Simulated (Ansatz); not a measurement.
C$_{8}$H$_{12}$N$_{4}$ (`CC(C)(C#N)/N=N/C(C)(C)C#N`). Charge 0, multiplicity 1.

```xyz
24

C     0.4644    0.3116   -2.4557
C     0.2488    1.2627   -1.2889
C    -0.9741    2.1581   -1.4964
C     1.4389    2.1008   -1.1027
N     2.3767    2.7529   -0.9778
N     0.0379    0.6067    0.0331
N    -0.0379   -0.6069   -0.0331
C    -0.2488   -1.2629    1.2888
C    -0.4654   -0.3118    2.4555
C     0.9748   -2.1573    1.4968
C    -1.4381   -2.1019    1.1024
N    -2.3754   -2.7547    0.9774
H    -0.4176   -0.3143   -2.5900
H     1.3218   -0.3381   -2.2833
H     0.6362    0.8905   -3.3638
H    -0.8437    2.7657   -2.3920
H    -1.1199    2.8148   -0.6390
H    -1.8573    1.5288   -1.6189
H     0.4161    0.3147    2.5900
H    -1.3232    0.3374    2.2826
H    -0.6372   -0.8907    3.3635
H     1.1213   -2.8140    0.6395
H     1.8574   -1.5272    1.6195
H     0.8446   -2.7649    2.3924
```

Question: Give the diagnostics of a CCSD(T)/def2-TZVPP run (frozen core, Ansatz 0.2.0). (Estimate.)

Answer: Ansatz gave: T1 = 0.0124, largest single amplitude 0.013, largest double 0.044, (T) share of the correlation energy 4.6 %, 9 CCSD cycles. The RHF solution is unstable towards an unrestricted one. T1 lies under the customary mark of 0.02 for closed shells.
